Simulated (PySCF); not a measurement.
# Working out the ionisation energy of W

W [Xe] 4f14 5d4 6s2 (5D) → W⁺ [Xe] 4f14 5d4 6s1 (6D). Computed with PySCF 2.14 in aug-cc-pwCVDZ-PP with ECP60MDF, with scalar relativity through the core potential. Frozen: nothing. Energies in hartree (1 hartree = 27.21139 eV):

| part | W (lower) | W⁺ (upper) |
| --- | --- | --- |
| UHF | -66.677383 | -66.461010 |
| MP2 opposite-spin | -0.229064 | -0.181681 |
| MP2 same-spin | -0.115020 | -0.107419 |

What does Hartree-Fock give?

(-66.461010) − (-66.677383) = 0.216373 hartree = 5.888 eV.

What do MP2 and SCS-MP2 (6/5 opposite-spin, 1/3 same-spin) give?

The opposite-spin parts differ by 1.289 eV and the same-spin parts by 0.207 eV. MP2: 5.888 + (1.289) + (0.207) = 7.384 eV. SCS-MP2: 5.888 + 1.2 × (1.289) + (0.207)/3 = 7.504 eV.

Measured between the centres of the two terms (NIST): 7.825 eV, so MP2 (valence and next inner shell) is off by -0.441 eV.

A double-zeta basis recovers only part of the correlation energy.

What remains against the reference includes basis incompleteness and correlation beyond second order.
